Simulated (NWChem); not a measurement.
System: C$_{2}$H$_{6}$O$_{2}$Si; SMILES C1CO[SiH2]O1

NWChem input:

```
start job
memory heap 200 mb stack 900 mb global 1100 mb
geometry units angstroms noautosym nocenter noautoz
  C      0.131332    -0.756192     1.242406
  C     -0.131332     0.756192     1.242406
  O      0.190039     1.238818    -0.049329
  Si     0.000000     0.000000    -1.162656
  O     -0.190039    -1.238818    -0.049329
  H      1.193604    -0.965578     1.470335
  H     -0.484881    -1.276081     1.993031
  H      0.484881     1.276081     1.993031
  H     -1.193604     0.965578     1.470335
  H      1.215592    -0.115419    -2.012934
  H     -1.215592     0.115419    -2.012934
end
basis spherical
  C library 6-311g**
  O library 6-311g**
  Si library 6-311g**
  H library 6-311g**
end
dft
  xc b3lyp
  iterations 150
end
property
  shielding 6 1 3 4 6 7 10
  efieldgrad
end
task dft property
```

Parts of the log:

```
             Northwest Computational Chemistry Package (NWChem) 7.3.0
             --------------------------------------------------------

                             Geometry "geometry" -> ""
                             -------------------------

 Output coordinates in angstroms (scale by  1.889725989 to convert to a.u.)

  No.       Tag          Charge          X              Y              Z
 ---- ---------------- ---------- -------------- -------------- --------------
    1 C                    6.0000     0.13133200    -0.75619200     1.24240600
    2 C                    6.0000    -0.13133200     0.75619200     1.24240600
    3 O                    8.0000     0.19003900     1.23881800    -0.04932900
    4 Si                  14.0000     0.00000000     0.00000000    -1.16265600
    5 O                    8.0000    -0.19003900    -1.23881800    -0.04932900
    6 H                    1.0000     1.19360400    -0.96557800     1.47033500
    7 H                    1.0000    -0.48488100    -1.27608100     1.99303100
    8 H                    1.0000     0.48488100     1.27608100     1.99303100
    9 H                    1.0000    -1.19360400     0.96557800     1.47033500
   10 H                    1.0000     1.21559200    -0.11541900    -2.01293400
   11 H                    1.0000    -1.21559200     0.11541900    -2.01293400

 Effective nuclear repulsion energy (a.u.)     251.8729459400

                              NWChem Property Module
                              ----------------------

  itol2e modified to match energy
  convergence criterion.

                                 NWChem DFT Module
                                 -----------------

 Summary of "ao basis" -> "ao basis" (spherical)
 ------------------------------------------------------------------------------
       Tag                 Description            Shells   Functions and Types
 ---------------- ------------------------------  ------  ---------------------
 C                          6-311g**                 8       18   4s3p1d
 O                          6-311g**                 8       18   4s3p1d
 Si                         6-311g**                12       26   6s5p1d
 H                          6-311g**                 4        6   3s1p

  itol2e modified to match energy
  convergence criterion.

            General Information
            -------------------
          SCF calculation type: DFT
          Wavefunction type:  closed shell.
          No. of atoms     :    11
          No. of electrons :    48
           Alpha electrons :    24
            Beta electrons :    24
          Charge           :     0
          Spin multiplicity:     1
          Use of symmetry is: off; symmetry adaption is: off
          Maximum number of iterations: 150
          AO basis - number of functions:   134
                     number of shells:    68
          Convergence on energy requested:  1.00D-07
          Convergence on density requested:  1.00D-05
          Convergence on gradient requested:  5.00D-04

              XC Information
              --------------
                         B3LYP Method XC Potential
                     Hartree-Fock (Exact) Exchange  0.200
                        Slater Exchange Functional  0.800 local
                    Becke 1988 Exchange Functional  0.720 non-local
              Lee-Yang-Parr Correlation Functional  0.810
                  VWN I RPA Correlation Functional  0.190 local

             Grid Information
             ----------------
          Grid used for XC integration:  fine
          Radial quadrature: Mura-Knowles
          Angular quadrature: Lebedev.
          Tag              B.-S. Rad. Rad. Pts. Rad. Cut. Ang. Pts.
          ---              ---------- --------- --------- ---------
          C                   0.70       70          11.0       590
          O                   0.60       70          10.0       590
          Si                  1.10      123          11.0       770
          H                   0.35       60          12.0       590
          Grid pruning is: on
          Number of quadrature shells:   763
          Spatial weights used:  Erf1

      Superposition of Atomic Density Guess
      -------------------------------------

 Sum of atomic energies:        -516.72480547

      Non-variational initial energy
      ------------------------------

 Total energy =    -519.265931
 1-e energy   =   -1211.583472
 2-e energy   =     440.444596
 HOMO         =      -0.348081
 LUMO         =       0.041639

   convergence    iter        energy       DeltaE   RMS-Dens  Diis-err
 ---------------- ----- ----------------- --------- --------- ---------
 d= 0,ls=0.0,diis     1   -519.7933777271 -7.72D+02  8.39D-03  1.46D+00
 d= 0,ls=0.0,diis     2   -519.7543531052  3.90D-02  5.56D-03  1.65D+00
 d= 0,ls=0.0,diis     3   -519.8893760744 -1.35D-01  1.40D-03  1.82D-01
 d= 0,ls=0.0,diis     4   -519.9034339746 -1.41D-02  3.58D-04  3.59D-03
 d= 0,ls=0.0,diis     5   -519.9037753421 -3.41D-04  1.02D-04  4.20D-04
  Resetting Diis
 d= 0,ls=0.0,diis     6   -519.9038231871 -4.78D-05  2.12D-05  1.75D-05
 d= 0,ls=0.0,diis     7   -519.9038250417 -1.85D-06  5.37D-06  3.26D-07
 d= 0,ls=0.0,diis     8   -519.9038250451 -3.44D-09  2.56D-06  2.86D-07

         Total DFT energy =     -519.903825045143
      One electron energy =    -1215.798872785301
           Coulomb energy =      495.412387154632
    Exchange-Corr. energy =      -51.390285354426
 Nuclear repulsion energy =      251.872945939953

 Numeric. integr. density =       48.000016952968

                       DFT Final Molecular Orbital Analysis
                       ------------------------------------

 Vector   22  Occ=2.000000D+00  E=-3.260444D-01
              MO Center= -1.9D-07, -1.0D-06,  6.3D-01, r^2= 3.0D+00
   Bfn.  Coefficient  Atom+Function         Bfn.  Coefficient  Atom+Function
  ----- ------------  ---------------      ----- ------------  ---------------
    48      0.196761   3 O  py               92     -0.196761   5 O  py
     8      0.193003   1 C  py               26     -0.193003   2 C  py
    44      0.186561   3 O  py               88     -0.186562   5 O  py
   106     -0.155966   7 H  s               112     -0.155966   8 H  s
    59     -0.154658   4 Si s                72     -0.143198   4 Si pz

 Vector   23  Occ=2.000000D+00  E=-2.919596D-01
              MO Center= -4.1D-09,  1.7D-06, -4.8D-01, r^2= 3.6D+00
   Bfn.  Coefficient  Atom+Function         Bfn.  Coefficient  Atom+Function
  ----- ------------  ---------------      ----- ------------  ---------------
    47      0.242944   3 O  px               91      0.242943   5 O  px
   125     -0.239781  10 H  s               131      0.239781  11 H  s
    43      0.230911   3 O  px               87      0.230910   5 O  px
   124     -0.174087  10 H  s               130      0.174087  11 H  s
    39      0.160351   3 O  px               83      0.160351   5 O  px

 Vector   24  Occ=2.000000D+00  E=-2.839322D-01
              MO Center= -1.5D-08, -1.8D-06,  4.3D-01, r^2= 2.8D+00
   Bfn.  Coefficient  Atom+Function         Bfn.  Coefficient  Atom+Function
  ----- ------------  ---------------      ----- ------------  ---------------
    47      0.287219   3 O  px               91     -0.287220   5 O  px
    43      0.243484   3 O  px               87     -0.243484   5 O  px
    39      0.173226   3 O  px               83     -0.173226   5 O  px
   100      0.156178   6 H  s               118      0.156177   9 H  s
   101      0.108962   6 H  s               119      0.108962   9 H  s

 Vector   25  Occ=0.000000D+00  E= 7.319857D-03
              MO Center=  3.4D-10,  2.4D-08, -1.4D+00, r^2= 4.3D+00
   Bfn.  Coefficient  Atom+Function         Bfn.  Coefficient  Atom+Function
  ----- ------------  ---------------      ----- ------------  ---------------
    74      0.881814   4 Si py               71      0.387381   4 Si py
    46     -0.369181   3 O  s                90      0.369181   5 O  s
    10      0.187364   1 C  s                28     -0.187364   2 C  s
    49      0.169114   3 O  pz               93     -0.169114   5 O  pz
   107      0.142942   7 H  s               113     -0.142942   8 H  s

 Vector   26  Occ=0.000000D+00  E= 2.935315D-02
              MO Center=  1.7D-08,  1.4D-08, -5.2D-02, r^2= 7.2D+00
   Bfn.  Coefficient  Atom+Function         Bfn.  Coefficient  Atom+Function
  ----- ------------  ---------------      ----- ------------  ---------------
    75      1.248338   4 Si pz               10     -0.877164   1 C  s
    28     -0.877164   2 C  s               125      0.732563  10 H  s
   131      0.732563  11 H  s                60     -0.475389   4 Si s
   107      0.384659   7 H  s               113      0.384659   8 H  s
   101      0.378262   6 H  s               119      0.378262   9 H  s

 Vector   27  Occ=0.000000D+00  E= 5.215152D-02
              MO Center=  2.7D-09,  2.7D-08, -4.5D-01, r^2= 9.0D+00
   Bfn.  Coefficient  Atom+Function         Bfn.  Coefficient  Atom+Function
  ----- ------------  ---------------      ----- ------------  ---------------
    75      1.010073   4 Si pz               60      0.934284   4 Si s
   107     -0.621296   7 H  s               113     -0.621296   8 H  s
    10      0.539874   1 C  s                28      0.539874   2 C  s
    46     -0.432701   3 O  s                90     -0.432701   5 O  s
   101     -0.433319   6 H  s               119     -0.433319   9 H  s

     Multipole analysis of the density
     ---------------------------------

     L   x y z        total         alpha         beta         nuclear
     -   - - -        -----         -----         ----         -------
     0   0 0 0     -0.000000    -24.000000    -24.000000     48.000000

     1   1 0 0     -0.000000     -0.000000     -0.000000      0.000000
     1   0 1 0     -0.000000     -0.000000     -0.000000     -0.000000
     1   0 0 1      0.392234     -0.506189     -0.506189      1.404611

[...]

          -----------------------------------------
          Chemical Shielding Tensors (GIAO, in ppm)
          -----------------------------------------

                                NWChem CPHF Module
                                ------------------

  scftype          =     RHF
  nclosed          =       24
  nopen            =        0
  variables        =     2640
  # of vectors     =        3
  tolerance        = 0.10D-03
  level shift      = 0.00D+00
  max iterations   =       50
  max subspace     =       30

 SCF residual:    1.8858863253515848E-004

Iterative solution of linear equations
  No. of variables     2640
  No. of equations        3
  Maximum subspace       30
        Iterations       50
       Convergence  1.0D-04

   iter   nsub   residual    time
   ----  ------  --------  ---------
     1      3    3.94D-01     210.9
     2      6    1.17D-02     229.7
     3      9    6.32D-04     248.4
     4     12    3.39D-05     266.8

      Atom:    1  C
        Diamagnetic
    237.3615     -0.3776      2.9275
     -0.3776    249.0147      1.8957
      2.9275      1.8957    250.5094

        Paramagnetic
   -146.6695      1.2716     10.2270
      1.2716   -137.4935     15.4921
     10.2270     15.4921   -106.4755

        Total Shielding Tensor
     90.6920      0.8939     13.1545
      0.8939    111.5213     17.3877
     13.1545     17.3877    144.0340

           isotropic =     115.4157
          anisotropy =      57.9252

          Principal Components and Axis System
                 1           2           3
              154.0325    105.0766     87.1381

      1         0.1936     -0.2416      0.9509
      2         0.3749      0.9139      0.1559
      3         0.9066     -0.3263     -0.2675

      Atom:    2  O
        Diamagnetic
    372.0755      3.0706     -4.7066
      3.0706    389.6468      6.0559
     -4.7066      6.0559    414.1560

        Paramagnetic
   -107.7509      4.3753     -8.4360
      4.3753    -32.1155    -21.6547
     -8.4360    -21.6547   -160.1524

        Total Shielding Tensor
    264.3245      7.4459    -13.1426
      7.4459    357.5314    -15.5988
    -13.1426    -15.5988    254.0036

           isotropic =     291.9532
          anisotropy =     103.1751

          Principal Components and Axis System
                 1           2           3
              360.7366    270.7949    244.3280

      1         0.0971      0.8450      0.5259
      2         0.9830     -0.1641      0.0821
      3        -0.1556     -0.5090      0.8466

      Atom:    3  Si
        Diamagnetic
    874.2418      0.8184      0.0000
      0.8184    881.6753      0.0000
      0.0000      0.0000    883.2217

        Paramagnetic
   -550.1931      4.8831      0.0000
      4.8831   -491.3235      0.0000
      0.0000      0.0000   -566.9043

        Total Shielding Tensor
    324.0487      5.7015      0.0000
      5.7015    390.3518      0.0000
      0.0000      0.0000    316.3173

           isotropic =     343.5726
          anisotropy =      70.8988

          Principal Components and Axis System
                 1           2           3
              390.8385    323.5620    316.3173

      1         0.0851      0.9964     -0.0000
      2         0.9964     -0.0851     -0.0000
      3         0.0000      0.0000      1.0000

      Atom:    4  H
        Diamagnetic
     35.6202     -3.6865      6.1111
     -3.6865     24.9143     -1.7331
      6.1111     -1.7331     27.1283

        Paramagnetic
     -6.3506      1.8736     -1.0571
      1.8736      0.6349      2.1783
     -1.0571      2.1783      1.6628

        Total Shielding Tensor
     29.2696     -1.8129      5.0540
     -1.8129     25.5491      0.4452
      5.0540      0.4452     28.7911

           isotropic =      27.8699
          anisotropy =       9.5100

          Principal Components and Axis System
                 1           2           3
               34.2100     26.4258     22.9741

      1         0.7310     -0.2908     -0.6173
      2        -0.1185      0.8369     -0.5344
      3         0.6720      0.4638      0.5773

      Atom:    5  H
        Diamagnetic
     25.3523      3.8819     -5.5125
      3.8819     28.1796     -6.0318
     -5.5125     -6.0318     34.0794

        Paramagnetic
     -0.3548     -2.5467      4.0958
     -2.5467     -1.4253      3.9829
      4.0958      3.9829     -2.7565

        Total Shielding Tensor
     24.9975      1.3352     -1.4166
      1.3352     26.7542     -2.0489
     -1.4166     -2.0489     31.3229

           isotropic =      27.6915
          anisotropy =       7.2750

          Principal Components and Axis System
                 1           2           3
               32.5416     26.2700     24.2630

      1        -0.2345      0.3730      0.8977
      2        -0.3721      0.8187     -0.4374
      3         0.8981      0.4366      0.0532

      Atom:    6  H
        Diamagnetic
     32.5671     -0.8167     -7.3732
     -0.8167     24.4019      0.5708
     -7.3732      0.5708     30.8836

        Paramagnetic
     -4.2863      0.3011      3.0515
      0.3011     -0.7802      0.0806
      3.0515      0.0806     -3.2198

        Total Shielding Tensor
     28.2808     -0.5156     -4.3218
     -0.5156     23.6217      0.6514
     -4.3218      0.6514     27.6637

           isotropic =      26.5221
          anisotropy =       8.7900

          Principal Components and Axis System
                 1           2           3
               32.3820     23.7256     23.4586

      1         0.7277      0.6005     -0.3314
      2        -0.0934      0.5654      0.8195
      3        -0.6795      0.5655     -0.4675
```

Level: B3LYP/6-311G** (spherical d), GIAO. All runs use the structure optimised with PBE0/def2-SVP. NWChem prints the field gradient with the sign opposite to the second derivative of the potential. The output numbers the shielded atoms by their place in the input's list. The printed shielding anisotropy is the first printed principal value minus the mean of the other two.
